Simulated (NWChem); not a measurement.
Species: GeH4S2; SMILES [SH][GeH2][SH]

Computed with NWChem. All runs use the structure optimised with PBE0/def2-SVP. One conformer.

Diagonal of the polarisability tensor at B3LYP/def2-SVPD, static: 94.35, 64.67, 73.49 bohr³.

Task: Find the mean polarisability volume, the molar refraction, and the refractive index that an ideal gas of it would have at 273.15 K and 1 atm.

Result: 
1. Mean: one third of the trace = 77.50 bohr³ × 0.14818 Å³/bohr³ = 11.49 Å³.
2. Molar refraction (Lorentz-Lorenz): (4π/3) N_A α = 29.0 cm³/mol.
3. Number density p/kT = 2.687 × 10⁻⁵ Å⁻³; n − 1 = 2π N α = 19.39 × 10⁻⁴.
4. These hold the electronic response alone: vibrational and orientational terms add to the static dielectric constant.
